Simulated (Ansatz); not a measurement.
Total energies of `[AlH2][Al]([Cl])[Cl]`.

Cartesian coordinates in Å:
```
Al -1.0508 0.7476 -0.5478
Al 0.8888 -0.6288 0.4625
Cl 1.1758 -2.6601 0.0097
Cl 2.2858 0.1999 1.7947
H -1.2026 2.2887 -0.2014
H -2.0972 0.0528 -1.5177
```

Charge 0, multiplicity 1. The structure was optimised at the PBE0-D4/def2-TZVP level. Basis def2-TZVPP, Ansatz.

RPA on PBE orbitals: Hartree–Fock energy of these orbitals -1404.12716 Eh, correlation -0.91500 Eh (frozen core).

| functional | kind | energy without D4 (Eh) | D4 term (kJ/mol) |
| --- | --- | --- | --- |
| LDA (SPW92) | LDA | -1401.52795 | – |
| PBE | GGA | -1405.97028 | -14.5 |
| revPBE | GGA | -1406.34889 | -31.8 |
| BLYP | GGA | -1406.62394 | -30.0 |
| r2SCAN | meta-GGA | -1406.51027 | -3.4 |
| B97M-V | meta-GGA with VV10 | -1406.27729 | – |
| PBE0 | global hybrid, 25 % exact exchange | -1406.09369 | -12.7 |
| B3LYP | global hybrid, 20 % | -1406.70317 | -23.9 |
| r2SCANh | meta-GGA hybrid, 10 % | -1406.50426 | -3.8 |
| r2SCAN0 | meta-GGA hybrid, 25 % | -1406.49610 | -4.3 |
| HSE06 (plane-wave form) | screened hybrid | -1406.06606 | -12.2 |
| BHLYP | global hybrid, 50 % | -1406.63375 | -22.8 |
| CAM-B3LYP | range-separated hybrid | -1406.66316 | -13.5 |
| LC-ωPBE | long-range corrected hybrid | -1406.20529 | – |
| ωB97X-V | range-separated hybrid GGA with VV10 | -1406.41050 | – |
| ωB97M-V | range-separated hybrid meta-GGA with VV10 | -1406.54426 | – |
| B2PLYP | double hybrid | -1406.13360 | – |
| PBE-QIDH | double hybrid | -1405.75108 | – |

B3LYP takes the VWN-RPA correlation (the form of Gaussian; ORCA's B3LYP/G). HSE06 is the plane-wave form, built on full-range PBE exchange. The double hybrids freeze the cores in their second-order part.

LC-ωPBE has ω = 0.4 bohr⁻¹.
